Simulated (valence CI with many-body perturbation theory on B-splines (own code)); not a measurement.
# S II: key properties

Computed by valence CI with perturbative core correlation (CI+MBPT): five valence electrons over a frozen Dirac-Fock core [Ne], radial functions for each j: 9 s, 9 p, 8 d, 6 f, 3 g, 1 h, with the one-electron correlation potential Σ1, the two-electron term Σ2, the three-electron term Σ3, Breit, model QED; selected CI, second order for the rest, scaled by the run's own slope (own B-spline code, finite nucleus).

Set against measurement, 41 paired levels are off by 93 cm⁻¹ on average, the worst by 293. Among the levels kept, up to 3000 cm⁻¹ of a level comes from second order outside the variational space, and about a tenth of that is noise between levels of different J, which matters for small intervals.

Rates and lifetimes use the calculated energies. Strong lines usually hold to 10 to 20 %, long lifetimes can be off by a factor of two.

Q: What is the ground level?

A: 3s²3p³ ⁴S°_3/2, composition 94 % 3s²3p³ ⁴S° + 2 % 3s3p³3d ⁴S°, g = 2.002.

Q: What are the static dipole polarisabilities of the lowest levels?

A: 3s²3p³ ⁴S°_3/2 10.5; 3s²3p³ ²D°_3/2 10.9 (tensor -0.090); 3s²3p³ ²D°_5/2 11.0 (tensor -0.088); 3s²3p³ ²P°_1/2 11.2 bohr³, of which the core gives 0.0721.

Q: Among levels below 130902 cm⁻¹, which E1 lines absorb most strongly from the ground level?

A: to 3s²3p²3d ⁴P_5/2 at 76.47 nm, f = 1.22; to 3s²3p²4s ⁴P_5/2 at 90.67 nm, f = 0.193; to 3s²3p²4s ⁴P_3/2 at 91.05 nm, f = 0.127.

Q: What is the ionisation energy?

A: 23.321 eV; NIST lists 23.3379 eV (measured).

Q: How well does LS coupling describe the low levels?

A: Among the lowest 20 levels the leading LS term, summed over configurations, holds 100 % on average. For single configurations the figures are 85 % in LS and 55 % in jj coupling. Terms hardly mix: every one of these levels is at least 95 % one term.

Q: Name the longest-lived excited levels whose lifetime is computed, and their main decay.

A: 3s²3p³ ²D°_5/2 at 15040 cm⁻¹ lives 3610 s, mostly by E2 to 3s²3p³ ⁴S°_3/2; 3s²3p³ ²D°_3/2 at 14996 cm⁻¹ lives 1140 s, mostly by M1 to 3s²3p³ ⁴S°_3/2.

Q: Where does the other parity begin?

A: At 3s3p⁴ ⁴P_5/2, 79315 cm⁻¹.
